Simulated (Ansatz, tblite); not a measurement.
Spin states of the cluster Ga₃, each relaxed with PBE-D4/def2-TZVP in Ansatz. Electronic energies in the gas phase.

The xTB rows come from tblite. B3LYP takes the VWN-RPA correlation. Correlated methods freeze 27 core orbitals; core or outer-core shells of Ga are correlated, in sets that lack core-valence functions. The structure comes from a short search, and lower isomers may exist.

Doublet geometry (D3h within 0.1 Å):

Cartesian coordinates in Å:
```
Ga 1.202 -0.028 -0.824
Ga 0.111 0.156 1.445
Ga -1.313 -0.128 -0.621
```

Quartet geometry (C2v within 0.1 Å):

```xyz
3

Ga   -0.809   -0.261   -1.038
Ga   -0.797    0.931    1.254
Ga    1.606   -0.670   -0.216
```

⟨S²⟩: doublet 0.77 at PBE0-D4/def2-TZVP (pure 0.75), quartet 3.76 at PBE0-D4/def2-TZVP (pure 3.75).

Run but left out: HF/STO-3G, HF/def2-TZVP, HF/def2-TZVPP, HF/def2-QZVPP, r2SCAN-D4/def2-TZVP, LC-ωPBE/def2-TZVP, B2PLYP/def2-TZVP, MP2/def2-TZVP, MP2/def2-TZVPP, MP2/def2-QZVPP, CCSD/def2-TZVPP, CCSD(T)/def2-TZVPP (doublet: ⟨S²⟩ 0.93 to 4.39, where a pure state has 0.75).

Only these spin states were relaxed. The quartet has other bonds than the doublet, so the gap mixes isomer and spin.

```
                 level  quartet − doublet (kJ/mol)  lowest of these
              GFN1-xTB                        96.7          doublet
              GFN2-xTB                        13.8          doublet
     BLYP-D4/def2-TZVP                        -3.2          quartet
      B97M-V/def2-TZVP                         1.0              tie
    BHLYP-D4/def2-TZVP                       -14.2          quartet
CAM-B3LYP-D4/def2-TZVP                        -5.0          quartet
     ωB97M-V/def2-TZVP                         5.7          doublet
```

**Question.** Estimate the rows for LDA (SPW92)/def2-TZVP, PBE-D4/def2-TZVP, revPBE-D4/def2-TZVP, B3LYP-D4/def2-TZVP, PBE0-D4/def2-TZVP, ωB97X-V/def2-TZVP, RPA@PBE/def2-TZVP.

**Answer.** 
```
                level  quartet − doublet (kJ/mol)  lowest of these
LDA (SPW92)/def2-TZVP                        26.8          doublet
     PBE-D4/def2-TZVP                         0.6              tie
  revPBE-D4/def2-TZVP                        -9.6          quartet
   B3LYP-D4/def2-TZVP                        -5.2          quartet
    PBE0-D4/def2-TZVP                        -5.1          quartet
    ωB97X-V/def2-TZVP                         7.0          doublet
    RPA@PBE/def2-TZVP                        17.8          doublet
```

The xTB methods have no spin-polarisation term.
